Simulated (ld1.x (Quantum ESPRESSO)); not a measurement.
# Pseudopotential generation for He (Z = 2): TM, PBE, scalar-relativistic.

He, norm-conserving Troullier–Martins (Kleinman–Bylander form), made with ld1.x (Quantum ESPRESSO) 7.5 (PBE, scalar-relativistic). Core none, reference 1s2. Waves: 1s (bound): rc 0.75 bohr; 2p channel at 0.3 Ry: rc 0.70 bohr. Local part: the p channel. Core correction: none.

Poles of the logarithmic derivatives, all-electron (AE) and pseudo (PS). s: poles at 4.6 (AE) and 4.7 (PS) Ry. p: poles at no energy (AE) and no energy (PS) Ry. Test radius 0.85 bohr.

- Cutoffs needed: 100 Ry and 200 Ry (the cutoffs (Ry, on a coarse ladder) from which the occupation-weighted sum of valence levels, in a spherical-Bessel basis at the reference potential, stays within 10 and 1 mRy of its value at 400 Ry)
- Ghost test: no extra level below or beside the all-electron valence levels (s, p, d, f tested) (spherical-Bessel basis up to 400 Ry, 20 bohr box)
- Largest excitation error: +17 meV (all-electron minus pseudo) for 1s1, out of 2 test configurations
